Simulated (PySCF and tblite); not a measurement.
C₈H₁₆, numbered as in [CH3:1][C@H:2]1[CH2:3][CH2:4][C@H:5]([CH3:6])[CH2:7][CH2:8]1.

Geometries PBE0-D3(BJ)/def2-SVP; weights from CAM-B3LYP-D3(BJ)/def2-SVPD (IEF-PCM, chloroform) energies and GFN2-xTB thermal corrections, with symmetry numbers and mirror pairs. Conformers within 3 kcal/mol (GFN2-xTB free energy) were kept, 6 at most. GIAO shieldings: wB97X-D/pcSseg-1 (IEF-PCM, chloroform). Shifts are against TMS (¹H), TMS (¹³C) at the same level. Codes: tblite and PySCF.

The 6-ring runs over atoms 2–3–4–5–7–8.

```
conformer                                       shape  weight %  dipole D
        1  6-ring chair (all substituents equatorial)     100.0      0.00
```

(1) How do the computed shifts compare with measured ones?

## Answers

(1) 
```tsv
nucleus	signal	leading conformer	average	measured	medium
¹H	H1/H6	0.91	0.91	0.86	not stated in the table (CDCl3 in this author's series)
¹H	H2/H5	0.92	0.92	1.26	not stated in the table (CDCl3 in this author's series)
```

Measured values: The use of chemical shift calculations in the conformational analysis of substituted benzenes, New J. Chem. 2019 (ESI). Mean difference for ¹H: -0.14 ppm, scatter 0.20 ppm. The computed shifts are unscaled and lack vibrational corrections.
